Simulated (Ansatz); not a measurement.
Cartesian coordinates in Å:
```
Cl -2.1635 -0.7588 -1.0613
Si -0.2343 -0.4237 -0.5498
I 1.2022 -2.0407 -1.5876
C 0.2278 0.5563 0.8770
O 0.2697 1.1324 -0.5106
H -0.5161 1.0436 1.5028
H 1.2142 0.4910 1.3294
```

The species carries charge 0 and has multiplicity 1. I: def2 effective core potential.

Task: List the r2SCAN/def2-TZVPP orbital energies in eV (Ansatz 0.2.0). (Best estimate.)

Result: Ansatz gave: Occupied: -2754.04, -1793.30, -516.21, -274.62, -255.44, -193.98, -193.84, -193.83, -185.10, -143.55, -131.19, -130.97, -130.95, -98.45, -98.41, -98.39, -50.98, -50.90, -50.89, -50.70, -50.70, -27.07, -22.21, -18.74, -17.27, -13.45, -12.14, -11.63, -10.57, -9.94, -9.37, -8.82, -7.88, -7.57, -7.25, -6.86. Lowest empty: -1.92, -0.86, 0.58, 0.88, 1.84, 2.39, 2.70, 2.98.
